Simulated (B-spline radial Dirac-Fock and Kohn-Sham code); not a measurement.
## Tm³⁺ 5p1/2: cross section and angular parameters

System: Tm³⁺, [Xe] 4f12; threshold 66.88 eV (orbital energy of the model). Method: Dirac-Hartree-Slater photoionisation with a Latter tail; cross sections with all multipoles, angular parameters from the dipole term and its interference with E2. Computed with an atomic code on a B-spline grid.

Input of the calculation (task.json; shells as n, l, electrons):

```json
{"items": [{
  "Z": 69,
  "q": 3,
  "cfg": [[1, 0, 2], [2, 0, 2], [2, 1, 6], [3, 0, 2], [3, 1, 6], [3, 2, 10], [4, 0, 2], [4, 1, 6], [4, 2, 10], [4, 3, 12], [5, 0, 2], [5, 1, 6]],
  "A": 169,
  "rrms": 5.2256,
  "do": "xps",
  "hv": [60, 80, 85.5, 126.0, 141.0, 144.0, 400, 402.0, 484.0, 501.0, 516.0, 690.0, 889.0, 1480.0, 1486.9, 1670.0, 2380.0, 2520.0, 3610.0, 3890.0, 4000, 4750.0, 6000, 6520.0, 6890.0, 7010.0, 8047.8, 12100.0, 14100.0, 15000]
}]}
```

Launch: `python xray2_run.py task.json out`

```
hν (eV)  σ (kb)      β       γ       δ
     80     429  1.665   0.253  -0.021
   85.5     335  1.495   0.345  -0.027
    126    97.3  0.430   0.327  -0.020
    141    73.5  0.159   0.221  -0.008
    144    70.1  0.118   0.202  -0.005
    400    19.5  0.958   0.206   0.028
    402    19.4  0.964   0.208   0.028
    484    16.5  1.168   0.287   0.021
    501    16.0  1.201   0.298   0.019
    516    15.5  1.227   0.307   0.018
    690    11.4  1.437   0.339   0.009
    889    8.40  1.559   0.297   0.003
   1480    4.20  1.689   0.114  -0.002
 1486.9    4.17  1.690   0.112  -0.002
   1670    3.50  1.703   0.069  -0.002
   2380    1.97  1.719  -0.014  -0.004
   2520    1.78  1.718  -0.019  -0.004
   3610   0.925  1.697   0.028  -0.004
   3890   0.802  1.689   0.055  -0.004
   4000   0.759  1.686   0.067  -0.004
   4750   0.540  1.664   0.157  -0.003
   6000       ?      ?       ?       ?
   6520   0.279  1.610   0.405   0.002
   6890   0.247  1.600   0.458   0.003
   7010   0.238  1.596   0.475   0.004
 8047.8   0.175  1.566   0.621   0.008
  12100  0.0672  1.465   1.127   0.031
  14100  0.0461  1.422   1.342   0.044
  15000  0.0395  1.404   1.432   0.050
```

**Question.** Give the values at 6000 eV.

**Answer.** σ = 0.333 kb, β = 1.626, γ = 0.330, δ = 0.000.
